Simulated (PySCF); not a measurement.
# Correlation energy of B (boron, neutral)

[He] 2s2 3s1, 2S determinant (an excited configuration). All numbers are calculated (PySCF 2.14, no relativity, point nucleus, in aug-cc-pwCVTZ). Frozen: nothing; 5 electrons correlated.

```
  level  correlation energy (mhartree)
   CCSD                        -110.48
    (T)                          -1.62
CCSD(T)                        -112.10
```

Diagnostics: T1 = 0.014, D1 = 0.0388, largest double amplitude 0.136.

The outer electron is Rydberg-like, and this basis confines it to a smaller radius and binds it less than a complete one would.

Cost of the coupled-cluster step: roughly 4 core-seconds, for 5 correlated electrons.
